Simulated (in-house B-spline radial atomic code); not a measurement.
Whole-atom quantities along the 36-electron series, configuration [Ar] 3d10 4s2 4p6. Breit and QED terms are first order and not part of the total energy; the density at the nucleus is averaged over the nuclear charge. Computed with a radial B-spline atomic code at the basis-set limit: Dirac-Hartree-Fock, average of the configuration, finite nuclei.

```json
{"ion": "Xe18+", "Z": "54", "E/Z² (Eh)": "-2.5106", "Σ<r²> (bohr²)": "6.0455", "n(0)/Z³ (bohr⁻³)": "1.6461", "Lamb diamagnetic shielding (ppm)": "5646.12", "repulsion over attraction": "0.12047", "Breit energy (eV)": "154.62", "self-energy (eV)": "119.59", "vacuum polarisation (eV)": "-16.186", "Dirac less non-relativistic energy (Eh)": "-215.11"}
{"ion": "Cs19+", "Z": "55", "E/Z² (Eh)": "?", "Σ<r²> (bohr²)": "?", "n(0)/Z³ (bohr⁻³)": "?", "Lamb diamagnetic shielding (ppm)": "?", "repulsion over attraction": "?", "Breit energy (eV)": "?", "self-energy (eV)": "?", "vacuum polarisation (eV)": "?", "Dirac less non-relativistic energy (Eh)": "?"}
{"ion": "Ba20+", "Z": "56", "E/Z² (Eh)": "-2.5422", "Σ<r²> (bohr²)": "5.3702", "n(0)/Z³ (bohr⁻³)": "1.7481", "Lamb diamagnetic shielding (ppm)": "5918.65", "repulsion over attraction": "0.11665", "Breit energy (eV)": "174.94", "self-energy (eV)": "136.24", "vacuum polarisation (eV)": "-18.984", "Dirac less non-relativistic energy (Eh)": "-252.33"}
{"ion": "La21+", "Z": "57", "E/Z² (Eh)": "?", "Σ<r²> (bohr²)": "?", "n(0)/Z³ (bohr⁻³)": "?", "Lamb diamagnetic shielding (ppm)": "?", "repulsion over attraction": "?", "Breit energy (eV)": "?", "self-energy (eV)": "?", "vacuum polarisation (eV)": "?", "Dirac less non-relativistic energy (Eh)": "?"}
{"ion": "Ce22+", "Z": "58", "E/Z² (Eh)": "-2.5728", "Σ<r²> (bohr²)": "4.8029", "n(0)/Z³ (bohr⁻³)": "1.8605", "Lamb diamagnetic shielding (ppm)": "6195.13", "repulsion over attraction": "0.11301", "Breit energy (eV)": "197.06", "self-energy (eV)": "154.59", "vacuum polarisation (eV)": "-22.174", "Dirac less non-relativistic energy (Eh)": "-294.43"}
{"ion": "Pr23+", "Z": "59", "E/Z² (Eh)": "-2.5877", "Σ<r²> (bohr²)": "4.5526", "n(0)/Z³ (bohr⁻³)": "1.9211", "Lamb diamagnetic shielding (ppm)": "6334.95", "repulsion over attraction": "0.11126", "Breit energy (eV)": "208.82", "self-energy (eV)": "164.45", "vacuum polarisation (eV)": "-23.931", "Dirac less non-relativistic energy (Eh)": "-317.46"}
{"ion": "Nd24+", "Z": "60", "E/Z² (Eh)": "-2.6024", "Σ<r²> (bohr²)": "4.3212", "n(0)/Z³ (bohr⁻³)": "1.9841", "Lamb diamagnetic shielding (ppm)": "6475.86", "repulsion over attraction": "0.10954", "Breit energy (eV)": "221.07", "self-energy (eV)": "174.8", "vacuum polarisation (eV)": "-25.803", "Dirac less non-relativistic energy (Eh)": "-341.88"}
{"ion": "Pm25+", "Z": "61", "E/Z² (Eh)": "-2.6169", "Σ<r²> (bohr²)": "4.107", "n(0)/Z³ (bohr⁻³)": "2.0472", "Lamb diamagnetic shielding (ppm)": "6617.9", "repulsion over attraction": "0.10786", "Breit energy (eV)": "233.82", "self-energy (eV)": "185.64", "vacuum polarisation (eV)": "-27.796", "Dirac less non-relativistic energy (Eh)": "-367.76"}
{"ion": "Sm26+", "Z": "62", "E/Z² (Eh)": "-2.6312", "Σ<r²> (bohr²)": "3.9082", "n(0)/Z³ (bohr⁻³)": "2.1061", "Lamb diamagnetic shielding (ppm)": "6761.09", "repulsion over attraction": "0.10622", "Breit energy (eV)": "247.08", "self-energy (eV)": "196.99", "vacuum polarisation (eV)": "-29.916", "Dirac less non-relativistic energy (Eh)": "-395.15"}
{"ion": "Eu27+", "Z": "63", "E/Z² (Eh)": "-2.6453", "Σ<r²> (bohr²)": "3.7234", "n(0)/Z³ (bohr⁻³)": "2.1767", "Lamb diamagnetic shielding (ppm)": "6905.54", "repulsion over attraction": "0.10462", "Breit energy (eV)": "260.85", "self-energy (eV)": "208.89", "vacuum polarisation (eV)": "-32.176", "Dirac less non-relativistic energy (Eh)": "-424.15"}
{"ion": "Gd28+", "Z": "64", "E/Z² (Eh)": "-2.6592", "Σ<r²> (bohr²)": "3.5512", "n(0)/Z³ (bohr⁻³)": "2.2488", "Lamb diamagnetic shielding (ppm)": "7051.25", "repulsion over attraction": "0.10305", "Breit energy (eV)": "275.17", "self-energy (eV)": "221.34", "vacuum polarisation (eV)": "-34.581", "Dirac less non-relativistic energy (Eh)": "-454.81"}
{"ion": "Tb29+", "Z": "65", "E/Z² (Eh)": "-2.673", "Σ<r²> (bohr²)": "3.3904", "n(0)/Z³ (bohr⁻³)": "2.3412", "Lamb diamagnetic shielding (ppm)": "7198.35", "repulsion over attraction": "0.10152", "Breit energy (eV)": "290.03", "self-energy (eV)": "234.38", "vacuum polarisation (eV)": "-37.151", "Dirac less non-relativistic energy (Eh)": "-487.25"}
{"ion": "Dy30+", "Z": "66", "E/Z² (Eh)": "?", "Σ<r²> (bohr²)": "?", "n(0)/Z³ (bohr⁻³)": "?", "Lamb diamagnetic shielding (ppm)": "?", "repulsion over attraction": "?", "Breit energy (eV)": "?", "self-energy (eV)": "?", "vacuum polarisation (eV)": "?", "Dirac less non-relativistic energy (Eh)": "?"}
{"ion": "Ho31+", "Z": "67", "E/Z² (Eh)": "-2.7002", "Σ<r²> (bohr²)": "3.0995", "n(0)/Z³ (bohr⁻³)": "2.4976", "Lamb diamagnetic shielding (ppm)": "7496.52", "repulsion over attraction": "0.098549", "Breit energy (eV)": "321.46", "self-energy (eV)": "262.28", "vacuum polarisation (eV)": "-42.762", "Dirac less non-relativistic energy (Eh)": "-557.55"}
{"ion": "Er32+", "Z": "68", "E/Z² (Eh)": "-2.7136", "Σ<r²> (bohr²)": "2.9675", "n(0)/Z³ (bohr⁻³)": "2.584", "Lamb diamagnetic shielding (ppm)": "7647.79", "repulsion over attraction": "0.097112", "Breit energy (eV)": "338.05", "self-energy (eV)": "277.2", "vacuum polarisation (eV)": "-45.838", "Dirac less non-relativistic energy (Eh)": "-595.63"}
{"ion": "Tm33+", "Z": "69", "E/Z² (Eh)": "-2.727", "Σ<r²> (bohr²)": "2.8436", "n(0)/Z³ (bohr⁻³)": "2.6859", "Lamb diamagnetic shielding (ppm)": "7800.64", "repulsion over attraction": "0.095704", "Breit energy (eV)": "355.24", "self-energy (eV)": "292.79", "vacuum polarisation (eV)": "-49.116", "Dirac less non-relativistic energy (Eh)": "-635.79"}
{"ion": "Yb34+", "Z": "70", "E/Z² (Eh)": "-2.7402", "Σ<r²> (bohr²)": "2.727", "n(0)/Z³ (bohr⁻³)": "2.7755", "Lamb diamagnetic shielding (ppm)": "7954.98", "repulsion over attraction": "0.094325", "Breit energy (eV)": "373.06", "self-energy (eV)": "309.1", "vacuum polarisation (eV)": "-52.585", "Dirac less non-relativistic energy (Eh)": "-678.05"}
```

(1) Fill in the row of Cs19+.

(2) Fill in the row of La21+.

(3) Fill in the row of Dy30+.

(4) With what power of Z does the column «Breit energy (eV)» change over this range?

Results:

(1) E/Z² (Eh): -2.5266; Σ<r²> (bohr²): 5.6926; n(0)/Z³ (bohr⁻³): 1.6965; Lamb diamagnetic shielding (ppm): 5781.91; repulsion over attraction: 0.11854; Breit energy (eV): 164.56; self-energy (eV): 127.71; vacuum polarisation (eV): -17.539; Dirac less non-relativistic energy (Eh): -233.14.

(2) E/Z² (Eh): -2.5576; Σ<r²> (bohr²): 5.0746; n(0)/Z³ (bohr⁻³): 1.8032; Lamb diamagnetic shielding (ppm): 6056.38; repulsion over attraction: 0.11481; Breit energy (eV): 185.77; self-energy (eV): 145.19; vacuum polarisation (eV): -20.528; Dirac less non-relativistic energy (Eh): -272.75.

(3) E/Z² (Eh): -2.6867; Σ<r²> (bohr²): 3.2402; n(0)/Z³ (bohr⁻³): 2.4062; Lamb diamagnetic shielding (ppm): 7346.68; repulsion over attraction: 0.10002; Breit energy (eV): 305.45; self-energy (eV): 248.01; vacuum polarisation (eV): -39.863; Dirac less non-relativistic energy (Eh): -521.43.

(4) A fit of the logarithm of its size against log Z from Z = 54 to 70 has slope 3.39.
